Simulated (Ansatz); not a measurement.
Basis-set extrapolation for `[CH3][Al]([NH2])[Cl]` (PBE0-D4/def2-TZVP geometry, frozen core, the Gaussian-basis code of Ansatz). Multiplicity 1, RHF reference.

|  | def2-TZVPP | def2-QZVPP |
| --- | --- | --- |
| HF | -796.839459 | -796.864287 |
| MP2 correlation | -0.659139 | -0.712050 |
| CCSD(T) correlation | -0.728155 | not run |

Energies in hartree. Use E(X) = E(∞) + A·exp(−7.88·√X) for Hartree–Fock and E(X) = E(∞) + B·X^(−2.97) for correlation, with X = 3 and 4, and add CCSD(T) minus MP2 of the smaller set to the MP2 limit.

What is the CCSD(T) energy at the basis-set limit?

HF limit: -796.864287 + (-0.024828) × 0.13774 = -796.86771. MP2 limit: -0.712050 + (-0.052911) × 0.74074 = -0.75124. Higher-order term: -0.728155 − (-0.659139) = -0.06902. Total: -797.68797 hartree, 316.0 kJ/mol below CCSD(T)/def2-TZVPP.
